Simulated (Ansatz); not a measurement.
The cluster Cu2O⁻ (the lowest doublet isomer of a short search), 3 atoms. Hardware: 4 threads of Arm Neoverse V2 on a shared host.

Correlated methods freeze 19 core orbitals.

(1) How many basis functions does each of these Ansatz runs have, and roughly what does it cost? PBE-D4/def2-SVPD, charge -1 doublet, energy, from earlier orbitals; r2SCAN-D4/def2-TZVPD, charge -1 doublet, energy, from earlier orbitals; PBE-D4/def2-TZVPD, charge 0 singlet at the geometry of the charge -1 doublet, energy, from earlier orbitals; B2PLYP/def2-TZVPD, charge -1 doublet, energy, from earlier orbitals; RPA@PBE/def2-TZVPD, charge -1 doublet, energy, from earlier orbitals; PBE-QIDH/def2-TZVPD, charge -1 doublet, energy, from earlier orbitals; PBE0-D4/def2-TZVPD, charge -1 quartet, energy, from earlier orbitals; PBE0-D4/def2-TZVPD, charge 0 singlet at the geometry of the charge -1 doublet, energy, from earlier orbitals; PBE0-D4/def2-SVP, charge -1 quartet, energy with a search over starts; HF/def2-TZVPD, charge -1 doublet, energy, from earlier orbitals; RPA@PBE/def2-TZVPD, charge -1 quartet, energy, from earlier orbitals; B2PLYP/def2-TZVPD, charge -1 quartet, energy, from earlier orbitals.

Answers

(1) Other jobs shared the machine, so times can vary by a factor of up to 3. A dash marks memory too small to be measured apart from the calling script's.

| run | functions | fitting or Cholesky vectors | wall time | peak host memory (GiB) |
| --- | --- | --- | --- | --- |
| PBE-D4/def2-TZVPD, charge 0 singlet at the geometry of the charge -1 doublet, energy, from earlier orbitals | 136 | 1122 | 1.1 s | – |
| PBE-D4/def2-SVPD, charge -1 doublet, energy, from earlier orbitals | 91 | 985 | 1.4 s | – |
| PBE0-D4/def2-TZVPD, charge 0 singlet at the geometry of the charge -1 doublet, energy, from earlier orbitals | 136 | 1280 | 1.6 s | – |
| HF/def2-TZVPD, charge -1 doublet, energy, from earlier orbitals | 136 | 1201 | 2.3 s | – |
| RPA@PBE/def2-TZVPD, charge -1 doublet, energy, from earlier orbitals | 136 | 1201 | 3.2 s | – |
| B2PLYP/def2-TZVPD, charge -1 doublet, energy, from earlier orbitals | 136 | 1201 | 4.7 s | – |
| r2SCAN-D4/def2-TZVPD, charge -1 doublet, energy, from earlier orbitals | 136 | 1122 | 5.5 s | – |
| PBE-QIDH/def2-TZVPD, charge -1 doublet, energy, from earlier orbitals | 136 | 1201 | 6 s | – |
| B2PLYP/def2-TZVPD, charge -1 quartet, energy, from earlier orbitals | 136 | 1201 | 7 s | – |
| PBE0-D4/def2-SVP, charge -1 quartet, energy with a search over starts | 76 | 821 | 7.5 s | – |
| RPA@PBE/def2-TZVPD, charge -1 quartet, energy, from earlier orbitals | 136 | 1201 | 8.5 s | – |
| PBE0-D4/def2-TZVPD, charge -1 quartet, energy, from earlier orbitals | 136 | 1201 | 15 s | 0.56 |
